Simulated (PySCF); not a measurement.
**Silicon: a sound run and one with changed settings**

Sound run: Si⁺ [Ne] 3s2 3p1, Si²⁺ [Ne] 3s2. All numbers are calculated (PySCF 2.14, the non-relativistic Hamiltonian (point nucleus), in def2-SVP). The sound run starts from symmetry-adapted Hartree-Fock orbitals and uses a fine grid where one is needed.

Changed run: radial step 0.5 in ln r (0.13 in the sound run). This setting is unsound on purpose.

| species | method | sound run (hartree) | changed run (hartree) | converged |
| --- | --- | --- | --- | --- |
| Si⁺ | UHF | -288.47217 | -288.47217 | yes |
| Si⁺ | B3LYP | -288.99596 | -289.01652 | yes |
| Si⁺ | PBE0 | -288.85012 | -288.86816 | yes |
| Si²⁺ | UHF | -287.89144 | -287.89144 | yes |
| Si²⁺ | B3LYP | -288.39267 | -288.41320 | yes |
| Si²⁺ | PBE0 | -288.24643 | -288.26512 | yes |

Ionisation energy of Si⁺:

```tsv
method	sound run (eV)	changed run (eV)
UHF	15.803	15.803
B3LYP	16.416	16.417
PBE0	16.427	16.410
```

A coarse radial grid mis-integrates the density and the exchange-correlation energy, with errors of either sign; Hartree-Fock needs no grid.

For comparison, NIST gives 16.346 eV between the lowest levels.
